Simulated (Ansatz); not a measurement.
The cluster Ga₅As₄⁺. Total charge 1; singlet. Geometry PBE-D4/def2-SVP.

```csv
atom,x (Å),y (Å),z (Å)
Ga1,-2.175,0.598,-0.005
Ga2,-1.124,-4.057,0.897
Ga3,-0.019,-0.444,-2.624
Ga4,1.128,4.124,-0.512
Ga5,2.176,-0.571,0.162
As6,-0.302,-0.852,1.868
As7,0.456,1.562,-0.919
As8,-0.463,-1.777,-0.347
As9,0.323,1.418,1.479
```

Another isomer (singlet) lies 0.20 eV lower at PBE0-D4/def2-TZVP; other spin states weren't run for this one.

Question: Estimate the orbital energies around the gap (eV) in Ansatz with PBE-D4/def2-TZVP, r2SCAN-D4/def2-TZVP, PBE0-D4/def2-TZVP.

Answer: 
| orbital | PBE-D4/def2-TZVP | r2SCAN-D4/def2-TZVP | PBE0-D4/def2-TZVP |
| --- | --- | --- | --- |
| HOMO−5 | -9.98 | -10.26 | -10.86 |
| HOMO−4 | -9.87 | -10.18 | -10.75 |
| HOMO−3 | -9.47 | -9.74 | -10.22 |
| HOMO−2 | -8.55 | -8.79 | -9.28 |
| HOMO−1 | -8.44 | -8.71 | -9.20 |
| HOMO | -8.32 | -8.53 | -8.97 |
| LUMO | -6.91 | -7.04 | -6.37 |
| LUMO+1 | -6.42 | -6.34 | -5.76 |
| LUMO+2 | -6.24 | -6.19 | -5.60 |
| LUMO+3 | -5.79 | -5.71 | -5.07 |
| LUMO+4 | -5.77 | -5.68 | -5.06 |
| LUMO+5 | -5.45 | -5.39 | -4.78 |
